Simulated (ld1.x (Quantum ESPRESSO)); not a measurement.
## gadolinium: one change to a TM potential, before and after

Gd, norm-conserving Troullier–Martins (Kleinman–Bylander form), made with ld1.x (Quantum ESPRESSO) 7.5 (PBE, scalar-relativistic). Core [Kr] 4d10 4f7, reference 5s2 5p6 5d0 6s0 6p0 (charge +3). Waves: 5s (bound): rc 1.40 bohr; 5p (bound): rc 2.15 bohr; 5d (bound, empty): rc 1.80 bohr. Local part: all-electron potential smoothed inside 2.05 bohr (lloc = -1). Core correction: a·sin(br)/r model core inside 0.70 bohr.

Change: local potential all-electron potential smoothed inside 1.98 bohr (lloc = -1).

Cutoffs: the cutoffs (Ry, on a coarse ladder) from which the occupation-weighted sum of valence levels, in a spherical-Bessel basis at the reference potential, stays within 10 and 1 mRy of its value at 400 Ry; they do not see the model core or the augmentation charge, which bear on the density cutoff. Errors are all-electron minus pseudo energies relative to the spin-unpolarised reference configuration.

Predict the effect on cutoff, ghosts and configuration errors.

The potential gets neither clearly harder nor softer (70 Ry and 120 Ry → 70 Ry and 120 Ry); of the 7 tests that both files solve, the error grows in 0 and shrinks in 2 by more than 15 % and 0.3 meV (median size 201.3 → 172.9 meV); neither file shows a bound ghost.

| quantity | base | changed |
| --- | --- | --- |
| cutoff, loose | 70 Ry | 70 Ry |
| cutoff, tight | 120 Ry | 120 Ry |
| bound ghosts | none | none |
| error for 5s2 5p6 5d1 6s2 6p0, meV [ΔE -38.58 eV] | -281 | -239 |
| error for 5s2 5p6 5d1 6s1 6p0, meV [ΔE -31.94 eV] | -201 | -173 |
| error for 5s2 5p6 5d1 6s0 6p0, meV [ΔE -19.84 eV] | -44 | -43 |
| error for 5s2 5p6 5d1 6s0 6p1, meV [ΔE -28.36 eV] | -44 | -36 |
| error for 5s2 5p6 5d2 6s0 6p0, meV [ΔE -30.82 eV] | -128 | -127 |
| error for 5s2 5p6 5d2 6s1 6p0, meV [ΔE -36.81 eV] | -217 | -198 |
| error for 5s2 5p6 5d0 6s2 6p0, meV [ΔE -32.53 eV] | -329 | -264 |
| s: phases at 2.36 bohr within 0.05 rad from the reference energy up to (Ry; the scan ends near 5) | -1.5 | -1.3 |
| p: phases at 2.36 bohr within 0.05 rad from the reference energy up to (Ry; the scan ends near 5) | 0.2 | -0.0 |
| d: phases at 2.36 bohr within 0.05 rad from the reference energy up to (Ry; the scan ends near 5) | 2.5 | 2.4 |
